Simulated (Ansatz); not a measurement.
Ansatz (a quantum-chemistry and plane-wave program) input:
A basis named .json is the Basis Set Exchange file of that set.

Ansatz 0.2 input:
```yaml
crystal:
  periodic: [false, false, false]
  atoms:
    - {symbol: C, position_ang: [0.69575977, -0.07813870, -1.73553050]}
    - {symbol: Si, position_ang: [0.02758188, 0.00512868, -0.01379961]}
    - {symbol: C, position_ang: [-1.82713879, 0.25641181, -0.10615878]}
    - {symbol: N, position_ang: [0.94907322, 1.22498282, 0.77658545]}
    - {symbol: N, position_ang: [0.24566266, -1.41112436, 0.95372284]}
    - {symbol: H, position_ang: [0.09904860, -0.40344464, -2.58208425]}
    - {symbol: H, position_ang: [1.73889497, 0.10341985, -1.97588123]}
    - {symbol: H, position_ang: [-2.32115429, -0.57887143, -0.61050868]}
    - {symbol: H, position_ang: [-2.25964842, 0.34854429, 0.89244723]}
    - {symbol: H, position_ang: [-2.06710055, 1.16451921, -0.66320177]}
    - {symbol: H, position_ang: [0.82809820, 1.40411610, 1.76090549]}
    - {symbol: H, position_ang: [1.25346928, 2.04736602, 0.28154240]}
    - {symbol: H, position_ang: [-0.41000017, -2.17403853, 0.88817987]}
    - {symbol: H, position_ang: [1.17736911, -1.75006047, 1.13977306]}
basis:
  gaussian:
    orbitals: cc-pV_T+d_Z.json
hamiltonian:
  xc: pbe
magnetization: {spin_polarized: true, initial_magnetization: 1}
correlation: {method: rpa, electrons: outside_noble_gas}
```

What final total energy does it print?

-480.36387 Eh (RPA@PBE/cc-pV(T+d)Z). The basis has 285 functions.

It need not be the lowest isomer of its formula.
